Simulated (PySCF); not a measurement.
C₅H₁₂Si₂.
Bonds: Si1–C2, C2–Si3, Si3–C4, C4–C5, C5–C6 (double), C6–C7, Si3–C7. Hydrogens: H8, H9, H10 on Si1; H11, H12 on C2; H13 on Si3; H14, H15 on C4; H16 on C5; H17 on C6; H18, H19 on C7.

The same species was optimised twice, with GFN2-xTB and with PBE0-D3(BJ)/def2-SVP (PySCF), and the same property calculations (PySCF, gas phase) were run on both structures.

```
       coordinate  GFN2-xTB  PBE0-D3(BJ)/def2-SVP  change
        C5=C6 (Å)     1.321                 1.341  +0.020
       Si1–C2 (Å)     1.898                 1.879  -0.019
       C2–Si3 (Å)     1.900                 1.882  -0.018
       Si3–C4 (Å)     1.912                 1.902  -0.010
        C4–C5 (Å)     1.499                 1.507  +0.008
        C6–C7 (Å)     1.499                 1.507  +0.008
       Si3–C7 (Å)     1.908                 1.902  -0.006
    C4–Si3–C7 (°)      93.5                  95.8    +2.3
    Si3–C7–C6 (°)     104.2                 102.6    -1.6
    Si3–C4–C5 (°)     104.1                 102.6    -1.5
   Si1–C2–Si3 (°)     114.9                 115.3    +0.4
     C5–C6–C7 (°)     119.1                 119.5    +0.4
     C4–C5–C6 (°)     119.2                 119.4    +0.2
    C2–Si3–C4 (°)     113.6                 113.8    +0.2
    C2–Si3–C7 (°)     113.5                 113.2    -0.3
Si1–C2–Si3–C4 (°)       170                   172      +2
```

Rotational constants: A = 4040, B = 924.7, C = 823.6 MHz (GFN2-xTB) against A = 4000, B = 939.7, C = 833.1 MHz (PBE0-D3(BJ)/def2-SVP). Point groups within 0.08 Å: C1 and C1.

On the GFN2-xTB structure: isotropic polarisability (au) 109.5 [B3LYP/def2-SVPD]; HOMO (eV) -6.80 [B3LYP/def2-SVPD]; LUMO (eV) 0.20 [B3LYP/def2-SVPD]; dipole (D) 0.64 [B3LYP/def2-SVPD].

**Question.** What do these properties become on the PBE0-D3(BJ)/def2-SVP structure?

**Answer.** 
```csv
property,level,on GFN2-xTB,on PBE0-D3(BJ)/def2-SVP,change
isotropic polarisability (au),B3LYP/def2-SVPD,109.5,111.3,+1.8
HOMO (eV),B3LYP/def2-SVPD,-6.80,-6.84,-0.04
LUMO (eV),B3LYP/def2-SVPD,0.20,0.16,-0.04
dipole (D),B3LYP/def2-SVPD,0.64,0.88,+0.24
"energy, GFN2-xTB geometry as zero (kcal/mol)",B3LYP/def2-SVPD,0.0,-2.0,-2.0
```

The heavy atoms differ by 0.024 Å rms after alignment. Among bonds between heavy atoms Si1–C2 and C5=C6 change most and about equally (-0.019 to +0.020 Å). Changes are differences of the printed values. Neither structure is proved a minimum here.
